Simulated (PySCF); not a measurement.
These are B3LYP-D3(BJ)/def2-TZVP // r2SCAN-D4/def2-SVP (PySCF) values and carry that method's errors. Isolated molecules, 0 K electronic values unless said otherwise. B3LYP has the VWN-RPA correlation part, as in Gaussian. 

Reference species: [Cd(Cl)2] (neutral, multiplicity 1).

The coordination number comes out as 2 and the mean distance from the central atom to its bonded neighbours is 2.276 Å.

Changed species: [Cd(Cl)(Br)] (Y = Br; the reference has Y = Cl).

Task: Give the shifts of the coordination number and mean distance from the central atom to its bonded neighbours.

Result: the coordination number hardly moves; the mean distance from the central atom to its bonded neighbours goes up by 0.064 Å, to 2.340 Å.
